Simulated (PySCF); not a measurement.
C$_{4}$H$_{9}$, charge -1, singlet, geometry from GFN2-xTB (in this run its highest filled SCF level lies above zero, so its values depend strongly on the basis, on diffuse functions most of all). Base run: PySCF with B3LYP/STO-3G.

The PySCF input:
```python
from pyscf import gto, scf, dft

mol = gto.M(
    atom='''
C     0.00366132   -0.00257993    0.50987381
C     0.00604899    1.42125247   -0.05700883
H    -0.00171725    1.48743097   -1.17683124
H    -0.87186003    1.98005613    0.29102195
H     0.89392380    1.97203055    0.27830152
C     1.22682796   -0.71573222   -0.07658806
H     1.27104904   -0.74055799   -1.19724426
H     2.15487708   -0.23527963    0.25807796
H     1.26497933   -1.76050060    0.25675066
C    -1.23425894   -0.70454644   -0.05885878
H    -1.29484415   -0.72889586   -1.17875997
H    -1.27709886   -1.74894672    0.27506338
H    -2.15298495   -0.21570016    0.28911112
''',
    basis='sto-3g',
    charge=-1,
    verbose=5,
)

mf = dft.RKS(mol)
mf.xc = 'b3lyp'
mf.kernel()
```

Each row names what was changed in the base input (with any setting that the change needs).

```json
[
 {"change": "base", "E (Eh)": "-155.74144", "HOMO (eV)": "7.32", "HOMO-LUMO gap (eV)": "10.60", "core-seconds (rough)": "3", "outcome": "converged"},
 {"change": "functional = wb97x", "E (Eh)": "-155.72173", "HOMO (eV)": "4.77", "HOMO-LUMO gap (eV)": "16.22", "core-seconds (rough)": "5", "outcome": "converged"},
 {"change": "functional = hse06", "E (Eh)": "-155.56818", "HOMO (eV)": "7.61", "HOMO-LUMO gap (eV)": "10.43", "core-seconds (rough)": "8", "outcome": "converged"},
 {"change": "functional = bp86", "E (Eh)": "-155.73401", "HOMO (eV)": "8.44", "HOMO-LUMO gap (eV)": "8.19", "core-seconds (rough)": "3", "outcome": "converged"},
 {"change": "functional = wb97m_v", "E (Eh)": "-", "HOMO (eV)": "-", "HOMO-LUMO gap (eV)": "-", "core-seconds (rough)": "-", "outcome": "cut at the time limit"},
 {"change": "functional = lc_wpbe", "E (Eh)": "-155.65391", "HOMO (eV)": "4.48", "HOMO-LUMO gap (eV)": "16.66", "core-seconds (rough)": "4", "outcome": "converged"},
 {"change": "functional = camb3lyp", "E (Eh)": "-155.62494", "HOMO (eV)": "5.80", "HOMO-LUMO gap (eV)": "13.98", "core-seconds (rough)": "5", "outcome": "converged"},
 {"change": "functional = pbe0; dispersion = d4", "E (Eh)": "-155.56241", "HOMO (eV)": "7.21", "HOMO-LUMO gap (eV)": "11.24", "core-seconds (rough)": "2", "outcome": "converged"},
 {"change": "functional = pbe", "E (Eh)": "-155.50290", "HOMO (eV)": "8.59", "HOMO-LUMO gap (eV)": "8.17", "core-seconds (rough)": "3", "outcome": "converged"},
 {"change": "functional = bhandhlyp", "E (Eh)": "-155.63781", "HOMO (eV)": "5.71", "HOMO-LUMO gap (eV)": "14.41", "core-seconds (rough)": "3", "outcome": "converged"},
 {"change": "functional = hf", "E (Eh)": "-154.60996", "HOMO (eV)": "3.39", "HOMO-LUMO gap (eV)": "21.03", "core-seconds (rough)": "0.4", "outcome": "converged"},
 {"change": "functional = m062x", "E (Eh)": "-155.71761", "HOMO (eV)": "5.84", "HOMO-LUMO gap (eV)": "13.95", "core-seconds (rough)": "4", "outcome": "converged"},
 {"change": "functional = mn12l", "E (Eh)": "-155.08401", "HOMO (eV)": "7.96", "HOMO-LUMO gap (eV)": "10.07", "core-seconds (rough)": "4", "outcome": "converged"}
]
```

Total energies compare only within one method and basis.
